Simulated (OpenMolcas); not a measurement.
V3+ (d2) among equal point charges was computed by CASSCF with the d shell active (OpenMolcas, ANO-RCC-VDZP on the metal). Its lowest spin-free states, and all those of the highest spin:

| 2S+1 | Degeneracy | E (cm-1) |
| --- | --- | --- |
| 3 | 2 | 0.0 |
| 3 | 1 | 2207 |
| 3 | 1 | 6304 |
| 1 | 1 | 6901 |
| 1 | 2 | 10964 |
| 3 | 1 | 14157 |
| 1 | 1 | 15247 |
| 3 | 2 | 15360 |
| 1 | 1 | 16189 |
| 1 | 1 | 23054 |
| 1 | 1 | 25215 |
| 3 | 2 | 27213 |
| 3 | 1 | 48449 |

Task: Is the site octahedral, tetrahedral or cube-like, axial, or of lower symmetry?

Result: The states with 2S+1 = 3 have orbital degeneracies 2, 1, 1, 1, 2, 2, 1. There are pairs but no triples, so the site is axial: not cubic, but with a proper or improper axis of order three or more. The run had V3+ among 4 point charges of -2 e arranged as a square (D4h), 1.78 Å from the ion.

An orbital doublet at a regular site is open to a Jahn-Teller distortion, which this geometry leaves out. Without dynamic correlation the repulsion within the d shell is too large (B by tens of per cent), so at a given field states of lower spin stand too high. Point charges carry no covalency, so the field is a model and not that of real ligands. No measured value stands beside these numbers.
